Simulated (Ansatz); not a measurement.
A made-up structure of GeNH4 (charge +1), closed shell:

```
6
angstrom
N -0.0410 0.8198 -0.0859
Ge 0.0450 -0.9012 0.0945
H 1.1428 -1.5951 0.8648
H -0.9708 -1.8442 -0.5046
H -0.8263 1.1811 -0.6274
H 0.6992 1.3610 0.3610
```

It is relaxed with PBE-D4/def2-SVP and then PBE0-D4/def2-TZVP (Ansatz 0.2.0). Atoms count as bonded within 1.22 times the sum of their covalent radii (H–H: 0.88 Å). The end point is not checked to be a true minimum.

**Question.** Does its bonding change? (Judge from chemistry; the calculation decides.)

**Answer.** By the calculation: No: no bond forms or breaks.

Where it ends: The first stage lowers the energy by 0.20 eV in 5 steps. It ends as GeNH₄ ([NH2][GeH2]), total charge +1:
```
atom    x (Å)    y (Å)    z (Å)
  N1  -0.0369   0.7381  -0.0773
 Ge2   0.0492  -0.9829   0.1030
  H3   1.2158  -1.5194   0.9073
  H4  -1.0504  -1.7866  -0.5609
  H5  -0.7722   1.2026  -0.5936
  H6   0.6436   1.3696   0.3240
```

Labels in which every atom is bracketed show which atoms are joined, not bond orders.

For scale, one of the runs: PBE0-D4/def2-TZVP relaxation, 103 basis functions, launched by `ansatz run in.yaml --threads 2 --pin off --events-out ev --progress --plain --max-ram 4352MiB`. The run took about 6.5 s on 2 CPU threads of an Arm Neoverse V1 (shared host).
